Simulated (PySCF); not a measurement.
# `C[C@H]1C[C@H](Cl)[CH2][GeH2]1`, C₅H₁₁ClGe

Geometry:
| atom | x (Å) | y (Å) | z (Å) |
| --- | --- | --- | --- |
| C1 | 2.157 | -0.492 | 0.034 |
| C2 | 0.791 | -0.494 | -0.637 |
| C3 | -0.309 | -0.991 | 0.312 |
| C4 | -1.652 | -0.402 | -0.094 |
| Cl5 | -2.015 | -0.939 | -1.754 |
| C6 | -1.543 | 1.110 | -0.144 |
| Ge7 | 0.126 | 1.311 | -1.194 |
| H8 | 2.410 | -1.489 | 0.395 |
| H9 | 2.168 | 0.192 | 0.882 |
| H10 | 2.925 | -0.176 | -0.668 |
| H11 | 0.831 | -1.154 | -1.505 |
| H12 | -0.096 | -0.650 | 1.329 |
| H13 | -0.356 | -2.082 | 0.325 |
| H14 | -2.465 | -0.761 | 0.542 |
| H15 | -1.437 | 1.504 | 0.868 |
| H16 | -2.432 | 1.554 | -0.587 |
| H17 | -0.097 | 1.512 | -2.665 |
| H18 | 0.985 | 2.454 | -0.715 |

Computed with PySCF 2.14.0, TDDFT wB97X-D/def2-SVPD circular dichroism and optical rotation, one conformer, gas phase. Geometry: GFN2-xTB.

The calculation is non-relativistic, which matters for the atoms heavier than Zn.

Q: Draw the ECD and absorption spectra from the lowest 16 states, each a Gaussian of half-width 0.35 eV at 1/e height.

A: 
| E (eV) | λ (nm) | Δε (L mol⁻¹ cm⁻¹) | ε (L mol⁻¹ cm⁻¹) |
| --- | --- | --- | --- |
| 6.97 | 178 | +0.31 | 171 |
| 7.12 | 174 | +0.86 | 547 |
| 7.27 | 171 | +1.44 | 1280 |
| 7.42 | 167 | +0.62 | 2250 |
| 7.57 | 164 | -4.25 | 3070 |
| 7.72 | 161 | -15.25 | 3600 |
| 7.87 | 158 | -29.50 | 4430 |
| 8.02 | 155 | -37.46 | 6600 |
| 8.17 | 152 | -34.08 | 10600 |
| 8.32 | 149 | -29.30 | 15500 |
| 8.47 | 146 | -32.62 | 19300 |
| 8.62 | 144 | -36.60 | 19800 |
| 8.77 | 141 | -31.40 | 16500 |

Δε uses R in velocity form, ε uses f in length form. Only the states computed contribute, so the short-wavelength end is incomplete.
